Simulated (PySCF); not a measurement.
B(OH)2(OSiH3) (BH5O3Si), SMILES OB(O)O[SiH3].

Geometry: B3LYP-D3(BJ)/def2-SVP. One conformer was computed; it need not be the lowest.

The numbers are results of TDA-PBE/def2-SVPD (PySCF 2.14.0), not measurements.

Vertical excitations. The molecule is in vacuum. State labels are in the subgroup Cs.

**Question.** Estimate the UV-visible absorptions. (An estimate is asked for; the answer gives what the named calculation found.)

**Answer.** 
```json
[
 {"state": "S1", "symmetry": "A\"", "energy (eV)": "6.17", "λ (nm)": "201", "f": "0.003", "main pairs": "HOMO→LUMO 100 %"},
 {"state": "S2", "symmetry": "A'", "energy (eV)": "6.39", "λ (nm)": "194", "f": "0.003", "main pairs": "HOMO−1→LUMO 100 %"},
 {"state": "S3", "symmetry": "A\"", "energy (eV)": "6.75", "λ (nm)": "184", "f": "0.000", "main pairs": "HOMO−2→LUMO 100 %"},
 {"state": "S4", "symmetry": "A'", "energy (eV)": "7.20", "λ (nm)": "172", "f": "0.013", "main pairs": "HOMO−3→LUMO 99 %"},
 {"state": "S5", "symmetry": "A\"", "energy (eV)": "7.25", "λ (nm)": "171", "f": "0.000", "main pairs": "HOMO→LUMO+1 99 %"},
 {"state": "S6", "symmetry": "A'", "energy (eV)": "7.50", "λ (nm)": "165", "f": "0.007", "main pairs": "HOMO−1→LUMO+1 99 %"},
 {"state": "S7", "symmetry": "A\"", "energy (eV)": "7.58", "λ (nm)": "164", "f": "0.005", "main pairs": "HOMO−4→LUMO 99 %"},
 {"state": "S8", "symmetry": "A\"", "energy (eV)": "7.73", "λ (nm)": "160", "f": "0.000", "main pairs": "HOMO−2→LUMO+1 100 %"},
 {"state": "S9", "symmetry": "A\"", "energy (eV)": "7.76", "λ (nm)": "160", "f": "0.033", "main pairs": "HOMO→LUMO+2 97 %"},
 {"state": "S10", "symmetry": "A'", "energy (eV)": "7.88", "λ (nm)": "157", "f": "0.015", "main pairs": "HOMO−5→LUMO 97 %"},
 {"state": "T1", "symmetry": "A\"", "energy (eV)": "6.08", "λ (nm)": "204", "f": "0", "main pairs": "HOMO→LUMO 99 %"},
 {"state": "T2", "symmetry": "A'", "energy (eV)": "6.31", "λ (nm)": "197", "f": "0", "main pairs": "HOMO−1→LUMO 99 %"},
 {"state": "T3", "symmetry": "A\"", "energy (eV)": "6.57", "λ (nm)": "189", "f": "0", "main pairs": "HOMO−2→LUMO 99 %"},
 {"state": "T4", "symmetry": "A'", "energy (eV)": "6.98", "λ (nm)": "178", "f": "0", "main pairs": "HOMO−3→LUMO 100 %"}
]
```
Triplets are in the Tamm–Dancoff approximation.
